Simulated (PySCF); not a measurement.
**Ligand-field analysis of FeF2**

The complex FeF2 (charge 0) contains Fe(II), shell d6. The structure is a PBE0-D3(BJ)/def2-TZVP geometry optimised for multiplicity 5; coordination linear, point group D∞h, metal–donor distances 1.75 Å.

```
3

Fe    0.000    0.000    0.000
F     0.000    0.000    1.752
F     0.000    0.000   -1.752
```

Method (PySCF 2.14, density fitting): CASSCF(6,5) with orbitals averaged over all microstates of the shell, strongly contracted NEVPT2 on the averaged canonical orbitals; basis x2c-TZVPall on the metal, x2c-SVPall elsewhere; spin-free X2C; gas phase; spin-orbit coupling by state interaction with the mean-field operator over all roots.

Spin-free states:

| 2S+1 | deg. | symmetry | free-ion term | CASSCF / cm⁻¹ | NEVPT2 / cm⁻¹ | f(ED) | occupations |
| --- | --- | --- | --- | --- | --- | --- | --- |
| 5 | 2 | 5Δg | 5D 1.00 | 0 | 0 | – | 1.5 1.5 1.0 1.0 1.0 |
| 5 | 1 | 5Σg+ | 5D 1.00 | 8478 | 8132 | 0 | 1.0 1.0 1.0 1.0 2.0 |
| 5 | 2 | 5Πg | 5D 1.00 | 7319 | 9383 | 0 | 1.0 1.0 1.5 1.5 1.0 |
| 3 | 2 | 3Φg | 3H 0.48 | 21337 | 20241 | – | 1.5 1.5 1.4 1.4 0.3 |
| 3 | 2 | 3Δg | 3H 0.75 | 21631 | 20323 | – | 1.5 1.5 1.0 1.0 1.0 |
| 3 | 1 | 3Σg- | 3H 0.82 | 22196 | 20726 | – | 1.5 1.5 1.2 1.2 0.6 |
| 3 | 2 | 3Πg | 3H 0.88 | 22515 | 21580 | – | 1.4 1.4 1.3 1.3 0.7 |
| 3 | 2 | 3Πg | 3F 0.40 | 25640 | 21941 | – | 1.5 1.5 1.0 1.0 1.0 |
| 3 | 2 | 3Γg | 3H 0.68 | 23655 | 22212 | – | 1.5 1.5 1.0 1.0 1.1 |
| 3 | 1 | 3Σg- | 3P 0.81 | 25822 | 23006 | – | 1.4 1.4 1.2 1.2 0.8 |
| 3 | 2 | 3Φg | 3F 0.64 | 27650 | 24075 | – | 1.4 1.4 0.7 0.7 1.8 |
| 3 | 2 | 3Δg | 3F 0.78 | 27224 | 24333 | – | 1.4 1.4 1.0 1.0 1.1 |
| 3 | 2 | 3Πg | 3P 0.51 | 30127 | 26594 | – | 1.3 1.3 1.0 1.0 1.4 |
| 3 | 1 | 3Σg+ | 3G 0.78 | 29864 | 27166 | – | 1.4 1.4 1.0 1.0 1.1 |
| 3 | 1 | 3Σg- | 3F 0.76 | 30181 | 28354 | – | 1.1 1.1 1.4 1.4 1.0 |

Only the lowest 15 spin-free levels are listed. Energies are counted from the ground state at NEVPT2 level. Weights follow the labels. f(ED) is the electric-dipole oscillator strength from the ground state at the fixed geometry, without vibronic coupling; occupations, where given, run over the ligand-field orbitals from the lowest.

## Ligand-field fit

```csv
cm⁻¹,CASSCF
B,1073
"B, free ion",1182
C,4178
"C, free ion",4364
rms of the fit,494
```

```tsv
orbital	CASSCF / cm⁻¹	metal share	main function
1	0	1.00	degenerate set
2	0	1.00	degenerate set
3	6770	0.96	degenerate set
4	6770	0.96	degenerate set
5	10045	0.83	z2 1.00
```

ζ = 393 cm⁻¹, against 412 for the free ion.

## Spin-orbit levels

```csv
E / cm⁻¹,deg.,make-up
0.0,2,1.00 5Δg
199.0,2,1.00 5Δg
396.8,2,1.00 5Δg
593.4,2,1.00 5Δg
788.9,1,1.00 5Δg
789.0,1,1.00 5Δg
8418.4,1,0.93 5Σg+ + 0.07 5Πg
8435.2,2,0.94 5Σg+ + 0.06 5Πg
8488.0,2,0.96 5Σg+ + 0.04 5Πg
9575.9,2,1.00 5Πg
```

Only the lowest levels are listed: 17 of 210 states.

Magnetism:

Degenerate or low-lying orbital states mix with the ground state, so no spin-only Hamiltonian applies. The lowest spin-orbit level is 2-fold; the next lies at 199.0 cm⁻¹. The two lowest states form a pseudo-doublet split by 0.000 cm⁻¹ with g_z = 12.01. μeff is 6.23 μB at 300 K and 6.05 μB at 10 K; the spin-only value is 4.90 μB.

```json
{"T / K": "2", "χT / cm³ K mol⁻¹": "4.522", "μeff / μB": "6.01"}
{"T / K": "5", "χT / cm³ K mol⁻¹": "4.543", "μeff / μB": "6.03"}
{"T / K": "10", "χT / cm³ K mol⁻¹": "4.579", "μeff / μB": "6.05"}
{"T / K": "20", "χT / cm³ K mol⁻¹": "4.651", "μeff / μB": "6.10"}
{"T / K": "30", "χT / cm³ K mol⁻¹": "4.722", "μeff / μB": "6.14"}
{"T / K": "50", "χT / cm³ K mol⁻¹": "4.857", "μeff / μB": "6.23"}
{"T / K": "75", "χT / cm³ K mol⁻¹": "4.984", "μeff / μB": "6.31"}
{"T / K": "100", "χT / cm³ K mol⁻¹": "5.056", "μeff / μB": "6.36"}
{"T / K": "150", "χT / cm³ K mol⁻¹": "5.085", "μeff / μB": "6.38"}
{"T / K": "200", "χT / cm³ K mol⁻¹": "5.034", "μeff / μB": "6.34"}
{"T / K": "250", "χT / cm³ K mol⁻¹": "4.948", "μeff / μB": "6.29"}
{"T / K": "300", "χT / cm³ K mol⁻¹": "4.852", "μeff / μB": "6.23"}
```

Powder magnetisation at 2 K: 1.70 μB at 0.5 T, 2.47 μB at 1 T, 2.88 μB at 2 T, 2.97 μB at 3 T, 3.03 μB at 5 T, 3.05 μB at 7 T.

No frequencies were computed for the optimised geometry. NEVPT2 lifts 5Πg from 7319 to 9383 cm⁻¹; on the d shell alone such lifts tend to overshoot. Gaps between spin states lean to high spin in this active space.

The job took 7.1 s on one thread of Arm Neoverse V1 (shared host), with 76 basis functions, launched as `OMP_NUM_THREADS=1 python lf_run.py task.json out`.
